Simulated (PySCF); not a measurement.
selenium atom (Se), triplet. Base run: CAMB3LYP/pcseg-1 in PySCF.

The PySCF input:
```python
from pyscf import gto, scf, dft

mol = gto.Mole()
mol.atom = '''
    Se    0.00000000    0.00000000    0.00000000
'''
mol.basis = 'pcseg-1'
mol.spin = 2
mol.verbose = 5
mol.build()

mf = dft.UKS(mol)
mf.xc = 'camb3lyp'
mf.kernel()
mf.analyze()
```

Each row names what was changed in the base input (with any setting that the change needs).

| change | E (Eh) | HOMO (eV) | <S^2> | outcome |
|---|---|---|---|---|
| base | -2401.34674 | -8.11 | 2.002 | converged |
| functional = wb97x_v | -2400.99221 | -9.20 | 2.002 | converged |
| functional = r2scan | -2401.19900 | -5.90 | 2.003 | converged |
| functional = pbe; dispersion = d3bjm | -2400.85991 | -5.54 | 2.002 | converged |
| functional = blyp | - | - | - | not converged |
| functional = wb97m_v | -2401.07502 | -8.95 | 2.002 | converged |
| functional = x3lyp | -2401.15111 | -6.56 | 2.002 | converged |
| functional = pbe0; dispersion = d3bjm | -2400.92905 | -6.77 | 2.002 | converged |
| functional = b97m_v | -2400.76008 | -5.86 | 2.003 | converged |
| functional = m06 | -2401.13241 | -6.66 | 2.002 | converged |
| functional = m062x | -2401.25194 | -7.92 | 2.004 | converged |
| functional = hf | -2399.51634 | -9.41 | 2.007 | converged |
| functional = bhandhlyp | -2401.20161 | -7.83 | 2.003 | converged |

Total energies compare only within one method and basis.

Open shells are given as the SCF converged; they aren't shown to be the lowest states, and a large step between rows can be another state.
